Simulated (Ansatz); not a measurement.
Two isomers of C2H6OSi: A = `C=C[SiH2]O`, B = `CO[Si]C`.

Program: Ansatz. Geometries: PBE0-D4/def2-TZVP. ΔE: electronic, gas phase. CCSD(T)/CBS is the MP2 limit (def2-TZVPP, def2-QZVPP) plus CCSD(T) − MP2 in def2-TZVPP, frozen cores. Functionals use def2-TZVPP. Each species was taken in one conformer, which may not be the lowest.

Question: Which isomer does CCSD(T)/CBS put lower? Give the gap. (Best estimate.)

Answer: Ansatz gave: A, by 89.0 kJ/mol.

Question: Give E(B) − E(A) in kJ/mol with r2SCAN-D4, CCSD(T)/def2-TZVPP, CCSD(T)/def2-SVP, MP2/def2-TZVPP, B2PLYP, PBE0-D4, ωB97M-V. (Estimate.)

Answer: Computed: r2SCAN-D4 87.0, CCSD(T)/def2-TZVPP 85.0, CCSD(T)/def2-SVP 71.6, MP2/def2-TZVPP 93.4, B2PLYP 84.5, PBE0-D4 75.4, ωB97M-V 73.6. None reverses the order clearly.

Question: Does the order hold for the free energy at 298.15 K (harmonic terms from PBE0-D4)? (An estimate is asked.)

Answer: Ansatz gave: Yes: G(B) − G(A) = +97.7 kJ/mol, for one conformer each. Modes under 60 cm⁻¹, often nearly free rotors, make the harmonic entropy too high.

Largest T1 diagnostic: 0.014.

In def2-TZVPP, CCSD(T) changes the Hartree–Fock value by −18.8 kJ/mol (the triples alone add −0.1 kJ/mol) and MP2 by −10.5 kJ/mol. From PBE to PBE0 (25 % exact exchange), in def2-TZVPP and without D4, E(B) − E(A) moves by +8.0 kJ/mol.
